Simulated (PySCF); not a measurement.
## GaO: energy against distance

Set-up: PySCF, scalar-relativistic core potentials, basis sets Ga cc-pVTZ-PP with ECP10, O cc-pVTZ. Energies in eV from Ga + O in their ground configurations at the same level. State: ²Σ⁺ (doublet), unpaired electrons σ ↑.

```json
{"R (Å)": "1.471", "PBE0": "-2.912"}
{"R (Å)": "1.539", "PBE0": "-3.606"}
{"R (Å)": "1.607", "PBE0": "-3.969"}
{"R (Å)": "1.659", "PBE0": "-4.089"}
{"R (Å)": "1.710", "PBE0": "-4.118"}
{"R (Å)": "1.761", "PBE0": "-4.081"}
{"R (Å)": "1.830", "PBE0": "-3.962"}
{"R (Å)": "1.915", "PBE0": "-3.744"}
{"R (Å)": "2.018", "PBE0": "-3.432"}
{"R (Å)": "2.155", "PBE0": "-2.985"}
```

**Question.** Put a parabola through the three lowest points of the PBE0 curve and estimate Re, k and ωe (reduced mass 12.98 u; 1 eV/Å² = 0.16022 mdyn/Å; ωe = 1302.8·√(k/μ) cm⁻¹).

**Answer.** Through R = 1.659, 1.71, 1.761 Å the second-order coefficient is 12.7 eV/Å², so Re ≈ 1.707 Å, k ≈ 4.07 mdyn/Å and ωe ≈ 729 cm⁻¹. A polynomial fit of higher order to the unrounded PBE0 energies gives Re = 1.704 Å, k = 4.14 mdyn/Å, ωe = 736 cm⁻¹; anharmonicity and rounding make the difference.

The higher-order fit for each curve: PBE0: Re = 1.704 Å, ωe = 736 cm⁻¹, De = 4.12 eV.

Spin–orbit coupling is left out. The state was picked by a PBE0 search and need not be the measured ground state.
